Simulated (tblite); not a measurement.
Species: C7H7 (doublet state).
Numbering: `[CH:1]#[C:2]/[C:3]=[C:4](\[CH3:5])[CH:6]=[CH2:7]` (hydrogens: H8 on C1; H9, H10, H11 on C5; H12 on C6; H13, H14 on C7)

Cartesian coordinates in Å at the GFN2-xTB level; atoms count from 1:
```xyz
14
C7H7 angstrom
C      3.752    0.037   -0.256
C      2.538    0.006   -0.066
C      1.243    0.017    0.110
C     -0.046   -0.064    0.346
C     -0.618   -1.220    1.132
C     -0.952    0.963   -0.147
C     -2.269    0.983    0.038
H      4.790    0.028   -0.398
H      0.171   -1.905    1.430
H     -1.119   -0.849    2.025
H     -1.345   -1.758    0.524
H     -0.478    1.761   -0.705
H     -2.873    1.780   -0.361
H     -2.794    0.220    0.586
```

Calculated harmonic vibrations of the isolated species, GFN2-xTB (tblite), most abundant isotopes, no scaling. This tight-binding method is rough: wavenumbers can miss measured ones by several per cent, in bad cases by 10 to 20. One conformer, not necessarily the lowest. Open shells enter through the occupations alone, without spin polarisation, and single modes of such species can be off by tens of per cent.

Harmonic wavenumbers (cm⁻¹): 33.8, 87.9, 170.6, 188.4, 221.3, 266.9, 345.1, 397.4, 403.0, 435.7, 450.9, 600.1, 643.1, 720.5, 875.8, 956.4, 1001.0, 1007.5, 1023.5, 1157.2, 1210.3, 1301.6, 1380.2, 1408.0, 1477.7, 1482.8, 1647.3, 1811.8, 2053.2, 3006.1, 3014.0, 3046.9, 3055.5, 3108.2, 3131.9, 3400.4.

A = 7186, B = 1349, C = 1144 MHz; mass 91.055 u (most abundant isotopes); point group Cs, symmetry number 1; spin multiplicity 2.

Q: What is the zero-point energy?

A: Half the sum of the wavenumbers: 23261 cm⁻¹ = 66.51 kcal/mol.

Q: Entropy at 500 K, 1 bar (ideal gas, RRHO, classical rotation)?

A: Translation 42.03, rotation 29.30, vibration 39.62, spin (R ln 2) 1.38: S = 112.3 cal/(mol K).

Q: And Cp and H(500 K) − H(0)?

A: Cp = 43.94 cal/(mol K), of which vibrations give 35.99 (their classical limit is 36 R = 71.5); H(500 K) − H(0) = 13.90 kcal/mol without the zero-point energy, 9.93 from vibrations.

Q: What must be added to the electronic energy to get the Gibbs energy at 500 K and 1 bar?

A: ZPE + [H(500 K) − H(0)] − T·S = 66.51 + 13.90 − 56.17 = 24.24 kcal/mol.

Q: Which modes carry the vibrational entropy at 500 K?

A: 33.8 cm⁻¹: 6.62; 87.9 cm⁻¹: 4.72; 170.6 cm⁻¹: 3.42; 188.4 cm⁻¹: 3.23; 221.3 cm⁻¹: 2.92; 266.9 cm⁻¹: 2.56 cal/(mol K); the other 30 give 16.15 together.

Q: Blend soft modes into free rotors: weight 1/[1 + (100 cm⁻¹/ν̃)⁴] for the oscillator and the rest for a rotor with moment μB/(μ + B), μ = h/(8π²ν), B = 10⁻⁴⁴ kg m². What vibrational entropy results?

A: 36.60 cal/(mol K) in place of 39.62, which changes −T·S at 500 K by +1.51 kcal/mol.

Q: How do the functions run with temperature in this model?

A: 
```csv
T (K),S (cal/(mol K)),Cp (cal/(mol K)),H − H(0) (kcal/mol),G − H(0) (kcal/mol),ln q(vib)
100,67.0,16.6,1.20,-5.50,1.53
200,81.3,25.3,3.31,-12.94,3.64
300,92.9,32.4,6.21,-21.67,5.80
800,135.7,55.3,28.93,-79.60,15.60
1000,148.6,60.4,40.53,-108.06,19.01
```

q(vib) and H(0) count from the zero-point level.

Hindered rotation and anharmonicity are outside this model. Other conformers, if any are populated, would add a mixing term that is left out.
